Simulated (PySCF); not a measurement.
# How methods differ on the ionisation energy of Ho⁶³⁺

Ho⁶³⁺ [He] 2s2 → Ho⁶⁴⁺ [He] 2s1 [2s1/2^1, M_J = 1/2], as a difference of total energies. Computed with PySCF 2.14 in an even-tempered Gaussian basis (17 s from 47 bohr⁻², ratio 2.4; 13 p from 60 bohr⁻², ratio 2.4; 5 d from 190 bohr⁻², ratio 2.6; 4 f from 280 bohr⁻², ratio 2.6), with the two-component X2C-1e Hamiltonian. Correlated levels: nothing frozen; the 30 highest virtual spinors dropped. "Screened" scales the spin-orbit matrix elements by Boettger's factors to mimic the two-electron term; Breit and QED terms are absent.

```tsv
method	ionisation energy (eV)
GMP2 (spin-free)	15472.5
GHF (screened spin-orbit)	15467.4
GMP2 (screened spin-orbit)	15473.9
```

**Question.** How much does correlation contribute at GMP2 (screened spin-orbit)?

**Answer.** 15473.9 − (15467.4) = 6.5 eV, measured against GHF (screened spin-orbit).

For this ion Breit and QED terms and the two-electron picture change, all absent here, outweigh the correlation shift from GHF to GMP2.

For comparison: 15448 ± 19 eV (theoretical estimate listed by NIST; NIST Atomic Spectra Database, ionization energies).
